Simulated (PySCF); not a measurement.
AgF, SMILES [F][Ag], multiplicity 1.

Geometry: B3LYP-D3(BJ)/def2-TZVPD. The multiplicity is an assumed one; other spin states were not compared. The def2 effective core potentials stand for the cores of Ag; spin–orbit coupling is left out.

Two levels are set side by side: PBE/def2-TZVPD (PySCF) and r2SCAN/def2-TZVPD (PySCF). Same geometry, gas phase. Differences are taken from unrounded values.

```
quantity                     r2SCAN    PBE  PBE minus r2SCAN
---------------------------  ------  -----  ----------------
orbital gap (eV)               2.87   2.35             -0.52
highest occupied level (eV)   -6.80  -6.60              0.20
lowest empty level (eV)       -3.93  -4.25             -0.32
dipole moment (D)              5.61   5.30             -0.32
mean polarisability (bohr³)    26.1   27.6               1.5
```

Rough cost on one machine, each run with all the roots and properties that it gave: r2SCAN against PBE about 3 times.
